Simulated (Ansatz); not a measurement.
Ansatz (a first-principles code) input (CAM-B3LYP/def2-TZVPD):

Ansatz 0.2 input:
```yaml
crystal:
  periodic: [false, false, false]
  atoms:
    - {symbol: Ca, position_ang: [0.10792180, 0.18638018, 0.19141082]}
    - {symbol: F, position_ang: [-0.36809018, 1.21905622, -1.46141425]}
    - {symbol: F, position_ang: [0.12826395, -1.63323440, 1.03605687]}
basis:
  gaussian:
    orbitals: def2-TZVPD
hamiltonian:
  xc: {name: CAM-B3LYP}
total_charge: 1
magnetization: {spin_polarized: true, initial_magnetization: 1}
```

Output:

```
Functional definition: CAM-B3LYP
integrals: 0.04 GiB planned
779 factors; their error is unknown
integrals: 0.08 GiB planned
226 factors; integrals over basis functions are off by at most 3.3e-5 eV
mean field: 0.56 GiB planned
mean field evaluation 1: about -23855.1114 eV, gradient 6.3e1 eV
mean field evaluation 2: about -23841.5552 eV, gradient 9.4e1 eV
mean field evaluation 4: about -23866.3054 eV, gradient 1.1e0 eV
mean field evaluation 8: about -23866.3205 eV, gradient 2.1e-1 eV
mean field evaluation 16: about -23866.3703 eV, gradient 6.4e-3 eV
mean field evaluation 32: about -23866.3703 eV, gradient 1.2e-5 eV
mean field -23866.37031307 eV, -877.0729317986 hartree, gradient 4.2e-6 eV, S^2 0.764035; 4 other end points of the search recorded, 0 dependent functions left out
reference -23866.37043540 eV, -877.0729362942 hartree; 19, 18 occupied and 97, 98 virtual orbitals, 779 factors
Total energy: -23866.37043540 eV, -877.0729362942 hartree
```

This state (charge 1, doublet) is run at the relaxed geometry of the species with charge 0 and multiplicity 1.
